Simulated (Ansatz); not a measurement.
`[NH2][Sn][SH]` + HBr → `[NH2][Sn][Br]` + H₂S at 700 K and 1 bar (ligand exchange at the Sn–S bond).

Calculated with Ansatz (gas phase, PBE0-D4/def2-TZVP geometries, no zero-point term in ΔE). CCSD(T)/CBS adds triple-zeta CCSD(T) − MP2 to the extrapolated MP2 energy (def2 sets, frozen cores). This one scheme is used for every species. def2 core potentials past Kr. For Br, Sn outer-core shells are correlated without core-valence functions, which leaves a few kJ/mol of doubt a bond. Scalar relativity is left out up to krypton. Each species was taken in one conformer, which may not be the lowest.

| species | CCSD(T)/CBS energy (Eh) | H − E (kJ/mol) | S (J/(mol·K)) |
| --- | --- | --- | --- |
| `[NH2][Sn][SH]` | -668.36522 | 143.3 | 397.9 |
| HBr | -2573.91920 | 36.5 | 223.7 |
| `[NH2][Sn][Br]` | -2843.33195 | 114.1 | 386.9 |
| H₂S | -398.97279 | 64.8 | 236.9 |

H − E and S are ideal-gas, rigid-rotor, harmonic terms from PBE0-D4/def2-TZVP, for one conformer and one mirror image of each species. 1 Eh = 2625.50 kJ/mol, R = 8.31446 J/(mol·K).

Problem. By hand: ΔE, ΔH, ΔS and ΔG.

Solution. ΔE = (-2843.33195) + (-398.97279) − (-668.36522) − (-2573.91920) = -0.02032 Eh = -53.4 kJ/mol. Δ(H − E) = 114.1 + 64.8 − 143.3 − 36.5 = -0.9, so ΔH = -54.3 kJ/mol. ΔS = 386.9 + 236.9 − 397.9 − 223.7 = 2.2 J/(mol·K). ΔG = -54.3 − 700 × (2.2)/1000 = -55.8 kJ/mol.

Problem. By hand: the equilibrium constant, and the temperature at which ΔG would vanish if ΔH and ΔS stayed fixed.

Solution. log₁₀ K = −ΔG/(RT ln 10) = 4.2. ΔH and −TΔS have one sign here, so there is no such temperature. One of them is within its doubt of zero, so this could turn.

The number of gas molecules stays the same, so ΔS is small and ΔH decides. A doubt of 5 kJ/mol in ΔE shifts log₁₀ K by 0.4 here. Other conformers and mirror images would add mixing entropy, several J/(mol·K) or more a flexible species. These are equilibria of isolated gas molecules and say nothing of rates. Largest T1 diagnostic: 0.016 (customary marks: 0.02 for closed shells, 0.045 for open ones).
